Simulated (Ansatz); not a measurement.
Born–Oppenheimer molecular dynamics of Cl$_{2}$FH$_{3}$O$_{2}$Ti (9 atoms, charge 0, multiplicity 1). It starts at the highest image of a converged band, a first-order saddle point between two minima.

These are results of RKS B3LYP/def2-SVP in Ansatz 0.2.0, not measurements.

```
ensemble                      : NVE (velocity Verlet)
time step                     : 0.5 fs
steps asked                   : 200
starting velocities drawn for : 300 K
seed                          : 10942
```

Frames 0.5 fs apart, positions in Å, forces in eV/Å.

Velocities at 60 fs (Å/ps):

```
Ti -2.01 2.18 -1.54
Cl 0.78 -3.14 4.41
O -1.65 -1.87 -1.96
H 2.16 18.26 5.69
Cl -1.05 0.33 -3.65
F 5.81 -0.06 1.53
O 0.94 0.05 1.50
H 12.68 9.02 11.75
H -7.87 -1.82 7.20
```

```xyz
9
Properties=species:S:1:pos:R:3:forces:R:3 time_fs=60 energy_less_start_eV=0.071 T=222
Ti 0.194 0.380 -0.169 -1.06 -0.64 -0.90
Cl 1.198 -0.680 2.408 -0.07 0.50 0.17
O 1.578 -0.522 -0.876 -0.38 0.38 0.34
H 2.532 -0.370 -0.897 0.00 -0.04 -0.01
Cl -0.480 1.796 -1.727 -0.02 -0.03 -0.60
F -1.295 -0.579 0.047 0.95 0.29 0.05
O 0.352 1.743 0.966 0.59 -0.05 1.14
H 0.192 2.689 0.930 -0.11 0.17 -0.16
H 0.962 0.627 2.436 0.08 -0.58 -0.03
9
Properties=species:S:1:pos:R:3:forces:R:3 time_fs=60.5 energy_less_start_eV=0.066 T=227
Ti 0.193 0.381 -0.170 -0.99 -0.61 -0.90
Cl 1.198 -0.682 2.410 -0.07 0.52 0.17
O 1.577 -0.523 -0.877 -0.22 0.42 0.35
H 2.533 -0.361 -0.894 -0.17 -0.07 -0.01
Cl -0.481 1.796 -1.729 -0.02 -0.03 -0.59
F -1.292 -0.579 0.047 0.90 0.27 0.06
O 0.352 1.743 0.967 0.56 0.12 1.12
H 0.198 2.694 0.936 -0.08 -0.02 -0.16
H 0.959 0.625 2.439 0.09 -0.60 -0.04
9
Properties=species:S:1:pos:R:3:forces:R:3 time_fs=61 energy_less_start_eV=0.062 T=231
Ti 0.191 0.382 -0.171 -0.92 -0.57 -0.90
Cl 1.199 -0.683 2.412 -0.07 0.51 0.17
O 1.576 -0.524 -0.878 -0.08 0.46 0.35
H 2.534 -0.352 -0.891 -0.32 -0.11 -0.01
Cl -0.481 1.796 -1.731 -0.02 -0.03 -0.58
F -1.289 -0.579 0.048 0.84 0.24 0.06
O 0.353 1.743 0.968 0.53 0.29 1.10
H 0.204 2.699 0.941 -0.05 -0.20 -0.16
H 0.955 0.622 2.443 0.09 -0.59 -0.04
9
Properties=species:S:1:pos:R:3:forces:R:3 time_fs=61.5 energy_less_start_eV=0.058 T=236
Ti 0.190 0.383 -0.172 -0.85 -0.52 -0.89
Cl 1.199 -0.685 2.414 -0.07 0.46 0.17
O 1.575 -0.525 -0.879 0.03 0.50 0.36
H 2.533 -0.344 -0.888 -0.43 -0.13 -0.01
Cl -0.482 1.796 -1.733 -0.02 -0.03 -0.58
F -1.286 -0.579 0.049 0.78 0.20 0.07
O 0.354 1.743 0.969 0.50 0.42 1.07
H 0.210 2.703 0.946 -0.03 -0.36 -0.16
H 0.952 0.618 2.446 0.09 -0.54 -0.04
9
Properties=species:S:1:pos:R:3:forces:R:3 time_fs=62 energy_less_start_eV=0.053 T=242
Ti 0.189 0.384 -0.173 -0.78 -0.46 -0.88
Cl 1.199 -0.686 2.417 -0.06 0.37 0.17
O 1.574 -0.525 -0.879 0.08 0.53 0.37
H 2.532 -0.335 -0.886 -0.49 -0.15 -0.02
Cl -0.482 1.796 -1.735 -0.02 -0.04 -0.57
F -1.283 -0.578 0.050 0.72 0.17 0.08
O 0.354 1.743 0.971 0.48 0.51 1.05
H 0.215 2.706 0.951 -0.02 -0.48 -0.16
H 0.948 0.612 2.449 0.07 -0.45 -0.04
9
Properties=species:S:1:pos:R:3:forces:R:3 time_fs=62.5 energy_less_start_eV=0.046 T=249
Ti 0.188 0.385 -0.174 -0.70 -0.40 -0.87
Cl 1.200 -0.688 2.419 -0.04 0.26 0.17
O 1.573 -0.526 -0.880 0.08 0.55 0.38
H 2.530 -0.327 -0.883 -0.50 -0.16 -0.02
Cl -0.483 1.796 -1.737 -0.02 -0.04 -0.56
F -1.280 -0.578 0.051 0.65 0.13 0.08
O 0.355 1.743 0.972 0.47 0.53 1.02
H 0.221 2.708 0.955 -0.01 -0.54 -0.16
H 0.945 0.605 2.452 0.06 -0.34 -0.03
9
Properties=species:S:1:pos:R:3:forces:R:3 time_fs=63 energy_less_start_eV=0.039 T=258
Ti 0.187 0.386 -0.175 -0.62 -0.33 -0.85
Cl 1.200 -0.689 2.421 -0.01 0.12 0.16
O 1.573 -0.527 -0.881 0.03 0.55 0.39
H 2.526 -0.320 -0.880 -0.45 -0.16 -0.03
Cl -0.483 1.796 -1.739 -0.02 -0.04 -0.56
F -1.276 -0.578 0.051 0.59 0.09 0.09
O 0.356 1.744 0.974 0.46 0.49 0.98
H 0.227 2.709 0.959 -0.02 -0.53 -0.16
H 0.943 0.597 2.455 0.03 -0.20 -0.03
9
Properties=species:S:1:pos:R:3:forces:R:3 time_fs=63.5 energy_less_start_eV=0.031 T=266
Ti 0.185 0.387 -0.176 -0.53 -0.25 -0.83
Cl 1.200 -0.691 2.423 0.02 -0.03 0.15
O 1.572 -0.527 -0.881 -0.07 0.55 0.40
H 2.522 -0.312 -0.878 -0.35 -0.15 -0.03
Cl -0.484 1.797 -1.741 -0.02 -0.04 -0.55
F -1.272 -0.578 0.052 0.51 0.05 0.10
O 0.357 1.744 0.976 0.47 0.38 0.94
H 0.233 2.709 0.962 -0.03 -0.46 -0.17
H 0.940 0.589 2.458 0.01 -0.05 -0.02
9
Properties=species:S:1:pos:R:3:forces:R:3 time_fs=64 energy_less_start_eV=0.024 T=274
Ti 0.184 0.388 -0.177 -0.45 -0.17 -0.81
Cl 1.201 -0.692 2.426 0.05 -0.19 0.15
O 1.571 -0.527 -0.882 -0.22 0.53 0.41
H 2.517 -0.306 -0.875 -0.20 -0.13 -0.04
Cl -0.485 1.797 -1.743 -0.02 -0.04 -0.54
F -1.269 -0.578 0.053 0.44 0.01 0.11
O 0.358 1.744 0.978 0.47 0.21 0.90
H 0.238 2.707 0.965 -0.05 -0.34 -0.17
H 0.937 0.581 2.462 -0.02 0.12 -0.01
9
Properties=species:S:1:pos:R:3:forces:R:3 time_fs=64.5 energy_less_start_eV=0.018 T=280
Ti 0.183 0.389 -0.178 -0.36 -0.09 -0.79
Cl 1.201 -0.693 2.428 0.08 -0.35 0.14
O 1.570 -0.528 -0.883 -0.39 0.50 0.42
H 2.511 -0.299 -0.873 -0.04 -0.09 -0.04
Cl -0.485 1.797 -1.745 -0.02 -0.04 -0.53
F -1.265 -0.578 0.054 0.37 -0.03 0.12
O 0.359 1.745 0.980 0.48 0.00 0.85
H 0.244 2.705 0.968 -0.07 -0.17 -0.17
H 0.934 0.573 2.464 -0.06 0.28 0.00
9
Properties=species:S:1:pos:R:3:forces:R:3 time_fs=65 energy_less_start_eV=0.015 T=283
Ti 0.181 0.390 -0.179 -0.27 -0.01 -0.77
Cl 1.202 -0.695 2.430 0.11 -0.50 0.13
O 1.569 -0.528 -0.883 -0.56 0.47 0.42
H 2.505 -0.293 -0.870 0.14 -0.06 -0.04
Cl -0.486 1.797 -1.748 -0.02 -0.05 -0.52
F -1.262 -0.578 0.055 0.29 -0.08 0.13
O 0.360 1.745 0.982 0.49 -0.23 0.81
H 0.249 2.702 0.970 -0.09 0.02 -0.17
H 0.931 0.566 2.467 -0.08 0.42 0.00
9
Properties=species:S:1:pos:R:3:forces:R:3 time_fs=65.5 energy_less_start_eV=0.013 T=286
Ti 0.180 0.391 -0.181 -0.18 0.08 -0.74
Cl 1.202 -0.696 2.433 0.13 -0.61 0.13
O 1.568 -0.528 -0.883 -0.71 0.44 0.43
H 2.499 -0.287 -0.868 0.29 -0.02 -0.04
Cl -0.486 1.797 -1.750 -0.02 -0.05 -0.51
F -1.258 -0.578 0.056 0.21 -0.13 0.14
O 0.362 1.746 0.984 0.50 -0.46 0.76
H 0.255 2.700 0.972 -0.11 0.21 -0.17
H 0.928 0.559 2.470 -0.11 0.54 0.01
```

Of the whole run (100 fs, mean temperature of the second half 345 K): The conserved energy stayed within 0.031 meV per atom of its start (net change 0.0023 meV per atom), so the integration is sound. A run of 0.1 ps of so small a system gives no equilibrium averages. The orbitals stay closed-shell, which can raise the energy where a bond breaks towards radicals; this wasn't checked here.

The run took 9.8 min on 4 threads of Arm Neoverse V1 (shared host), peak memory 0.36 GiB.
